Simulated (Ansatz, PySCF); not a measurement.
C₃H₇BO₃, SMILES B1(OCOC1)OC. Atoms are numbered in the order given.

```xyz
14

C     -2.6538    -0.0125     0.1604
O     -1.5339     0.6962    -0.2944
B     -0.2777     0.2394    -0.1547
C      0.3128    -1.0840     0.4987
O      1.6598    -1.0297     0.0495
C      1.9671     0.2966    -0.2430
O      0.7837     0.9658    -0.6073
H     -3.1454     0.5459     0.9730
H     -2.3962    -1.0177     0.5342
H     -3.3761    -0.1238    -0.6631
H      0.2518    -1.0772     1.6080
H     -0.1361    -2.0308     0.1584
H      2.4074     0.8168     0.6344
H      2.6874     0.3206    -1.0767
```

Geometry optimised at PBE0-D3(BJ)/def2-SVP. The structure was generated by enumeration, and PubChem lists no compound with its InChIKey, so it may never have been made. The values are those of a single conformer.

Two levels are set side by side: PBE-D3(BJ)/def2-SVP (Ansatz, a program for electronic structure) and PBE0-D3(BJ)/def2-SVP (Ansatz). Each level has its own optimised geometry; the coordinates shown are those of the second. Frequencies come from the Hessian of PySCF at each geometry. Differences are taken from unrounded values.

| quantity | PBE0-D3(BJ) |
|---|---|
| mean bond length (Å) | 1.261 |
| bond C1–O2 (Å) | 1.401 |
| bond O2–B3 (Å) | 1.344 |
| bond B3–C4 (Å) | 1.590 |
| bond B3–O7 (Å) | 1.363 |
| bond C4–O5 (Å) | 1.421 |
| bond O5–C6 (Å) | 1.393 |
| bond C6–O7 (Å) | 1.407 |
| bond C1–H8 (Å) | 1.102 |
| bond C1–H9 (Å) | 1.103 |
| bond C1–H10 (Å) | 1.101 |
| bond C4–H11 (Å) | 1.111 |
| bond C4–H12 (Å) | 1.102 |
| bond C6–H13 (Å) | 1.111 |
| bond C6–H14 (Å) | 1.102 |
| highest harmonic wavenumber (cm⁻¹) | 3145 |
| mean harmonic wavenumber (cm⁻¹) | 1376 |
| zero-point energy (kcal/mol) | 70.79 |

Question: What does PBE-D3(BJ) give, and how far is it from PBE0-D3(BJ)? (Estimate from the structure and the level; the computed values follow.)

Answer: 
```tsv
quantity	PBE-D3(BJ)	PBE-D3(BJ) minus PBE0-D3(BJ)
mean bond length (Å)	1.272	0.011
bond C1–O2 (Å)	1.415	0.014
bond O2–B3 (Å)	1.356	0.012
bond B3–C4 (Å)	1.597	0.007
bond B3–O7 (Å)	1.376	0.013
bond C4–O5 (Å)	1.439	0.018
bond O5–C6 (Å)	1.405	0.013
bond C6–O7 (Å)	1.426	0.018
bond C1–H8 (Å)	1.111	0.009
bond C1–H9 (Å)	1.112	0.009
bond C1–H10 (Å)	1.110	0.009
bond C4–H11 (Å)	1.121	0.010
bond C4–H12 (Å)	1.110	0.008
bond C6–H13 (Å)	1.122	0.011
bond C6–H14 (Å)	1.111	0.009
highest harmonic wavenumber (cm⁻¹)	3045	-101
mean harmonic wavenumber (cm⁻¹)	1323	-53
zero-point energy (kcal/mol)	68.09	-2.70
```

Exact exchange shortens and stiffens bonds; PBE has none. Differences between two approximate levels are no errors against the true value.
